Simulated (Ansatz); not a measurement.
One change: `O[Si](F)(F)CCl` becomes `O[SiH2]N[Si](O)(F)F`.

Ansatz, PBE0-D4/def2-TZVP geometries, multiplicity 1. Each molecule was computed in one conformer, which needn't be the lowest.

| property | `O[Si](F)(F)CCl` |
| --- | --- |
| HOMO energy (PBE0/def2-TZVPP) / eV | -8.73 |
| HOMO–LUMO gap (PBE/def2-TZVPP) / eV | 6.13 |
| size of the dipole moment (ωB97M-V/def2-TZVPP) / D | 1.64 |
| size of the dipole moment (B3LYP/def2-TZVPP) / D | 1.66 |
| LUMO energy (PBE0/def2-TZVPP) / eV | -0.09 |
| size of the dipole moment (PBE/def2-TZVPP) / D | 1.59 |

Question: Give the same properties after the change, and the shifts. (Best estimate.)

Answer: Computed: 
```csv
property,`O[SiH2]N[Si](O)(F)F`,shift
HOMO energy (PBE0/def2-TZVPP) / eV,-8.21,0.52
HOMO–LUMO gap (PBE/def2-TZVPP) / eV,6.14,0.01
size of the dipole moment (ωB97M-V/def2-TZVPP) / D,1.10,-0.54
size of the dipole moment (B3LYP/def2-TZVPP) / D,1.06,-0.60
LUMO energy (PBE0/def2-TZVPP) / eV,0.25,0.34
size of the dipole moment (PBE/def2-TZVPP) / D,1.08,-0.51
```

With PBE0 the HOMO rises by 0.52 eV and the LUMO rises by 0.34 eV, so the gap narrows by about 0.18 eV. PBE moves the HOMO by 0.50 eV and ωB97M-V by 0.49 eV. Dipoles are sizes alone; their direction can turn.

B3LYP here is the variant with VWN-RPA as its local correlation; programs differ in this.
